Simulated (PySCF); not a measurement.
SMILES C[SiH](C)[Si](O)(O)O (C2H10O3Si2) at its GFN2-xTB optimised geometry (Å):

```
17

Si    -0.7741    -0.0037     0.0000
C      0.0611     1.1281    -1.2911
C     -0.6045     0.8470     1.7008
Si     0.1284    -2.1173     0.0000
O     -0.3327    -2.9642    -1.3178
O      1.7620    -2.1173     0.0000
O     -0.3461    -2.9754     1.3059
H     -2.2225    -0.0104    -0.3237
H      1.1210     1.2520    -1.0839
H     -0.3868     2.1173    -1.2986
H     -0.0297     0.7201    -2.2938
H      0.4364     0.9196     2.0059
H     -1.1334     0.2971     2.4740
H     -1.0097     1.8543     1.6815
H     -1.1793    -3.3983    -1.3149
H      2.2225    -2.0647    -0.8311
H      0.1475    -2.8961     2.1156
```

Method: PySCF with PBE0/def2-SVP. Cells within 0.4 Å of a nucleus heavier than hydrogen are left out (blank, or x).

Map of the Laplacian of the electron density (e/bohr⁵), clipped to [-1.50, 1.50] on the plane z = 0.0 Å:

```
|5555555555555555555555555555555|
|5555555555555555555555555555555|
|5555555555555555555555555555555|
|5555555555555555555555555555555|
|5555555555555555555555555555555|
|5555555555555555555555555555555|
|5555555555555555555555555555555|
|5555555555555555555555555555555|
|5555555555555555555555555555555|
|5555555555555555555555555555555|
|5555555555555555555555555555555|
|5555555555555555555555555555555|
|5555555555555555555555555555555|
|5555555555569955555555555555555|
|555555554459xx95555555555555555|
|555555543469xx95555555555555555|
|555555554459xx95555555555555555|
|5555555554469954555555555555555|
|5555555555544444455555555555555|
|5555555555554444455555555555555|
|5555555555555459955655665555555|
|555555555555559xx9540x465555555|
|555555555555569xx964xxx65555555|
|555555555555559xx954xx265555555|
|5555555555555569965555665555555|
|5555555555555555555556555555555|
|5555555555555555555555555555555|
|5555555555555555555555555555555|
|5555555555555555555555555555555|
|5555555555555555555555555555555|
|5555555555555555555555555555555|
```
Scale: ten equal steps from -1.50 (start of '0') to 1.50 (end of '9'), in the order '0123456789'; x runs from -4.50 to 4.50, y from -4.50 (bottom) to 4.50 (top).
